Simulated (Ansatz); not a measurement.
## What each rung costs, and what it gives

Saddle point of SiNH8OF, singlet (SiH₄O ([OH][SiH3]) + NH₃ + HF → SiH₃OF ([OH][SiH2][F]) + NH₃ + H₂; bonds formed: Si1–F7, H2–H8, H6–N9; bonds broken: Si1–H2, H6–F7, H8–N9), PBE0-D4/def2-TZVP structure:

Si1  (0.248, 1.007, -0.821)
H2  (-0.562, 0.841, 0.610)
H3  (-0.628, 0.246, -1.766)
H4  (-0.385, 2.375, -0.804)
O5  (1.696, 1.618, -1.378)
H6  (0.058, -1.609, 0.685)
F7  (1.084, -0.436, -0.265)
H8  (-0.795, -0.216, 0.949)
N9  (-0.797, -1.372, 1.202)
H10  (2.391, 0.958, -1.419)
H11  (-0.705, -1.565, 2.192)
H12  (-1.605, -1.847, 0.816)
(Å)

Barriers are electronic and count from the start structure reached by relaxing down the imaginary mode.

Program: Ansatz 0.2.0. Basis: as named in each row. Cores are frozen in the correlated methods. B3LYP uses VWN-RPA correlation. Extrapolation: Hartree–Fock as exp(−7.88 √X), correlation as X^−2.97.

Times are rough, for one single point on 4 threads of a shared host (Arm Neoverse V2).

The estimate by CCSD(T) at an estimated basis limit (MP2 extrapolated from triple and quadruple zeta, plus CCSD(T) − MP2 in triple zeta) is 111.3 kJ/mol.

```
      method       basis  time (s)  barrier (kJ/mol)  method less estimate
          HF      STO-3G   under 1             323.9                 212.6
      PBE-D4      STO-3G   under 1             174.0                  62.8
       SPW92    def2-SVP   under 1              62.7                 -48.6
    B3LYP-D4       6-31G   under 1             106.7                  -4.5
      PBE-D4    def2-SVP   under 1              89.3                 -21.9
     PBE0-D4    def2-SVP   under 1              99.4                 -11.9
       SPW92  def2-TZVPP   under 1              64.0                 -47.3
      PBE-D4  def2-TZVPP         1              90.9                 -20.3
     BLYP-D4  def2-TZVPP         2             104.1                  -7.2
    B3LYP-D4  def2-TZVPP         2             109.2                  -2.1
    BHLYP-D4  def2-TZVPP         2             117.7                   6.4
     PBE0-D4  def2-TZVPP         2              99.4                 -11.9
CAM-B3LYP-D4  def2-TZVPP         2             109.5                  -1.7
     wB97M-V    def2-SVP         3             102.0                  -9.2
   r2SCAN-D4  def2-TZVPP         3              87.8                 -23.5
  r2SCAN0-D4  def2-TZVPP         3              96.7                 -14.5
     CCSD(T)    def2-SVP         3             125.0                  13.7
      B2PLYP  def2-TZVPP         4             113.3                   2.0
    PBE-QIDH  def2-TZVPP         4             106.9                  -4.3
  RPA on PBE  def2-TZVPP         4             119.4                   8.1
     wB97X-V  def2-TZVPP         6             108.2                  -3.0
     wB97M-V  def2-TZVPP         6             104.0                  -7.2
      B97M-V  def2-TZVPP         6              86.6                 -24.7
         MP2  def2-QZVPP        15             110.9                  -0.4
     CCSD(T)  def2-TZVPP       110             116.1                   4.9
```

All methods are single points on the PBE0-D4 structures.

No T1 diagnostic of these runs exceeds 0.012.

Labels in which every atom is bracketed show which atoms are joined, not bond orders.
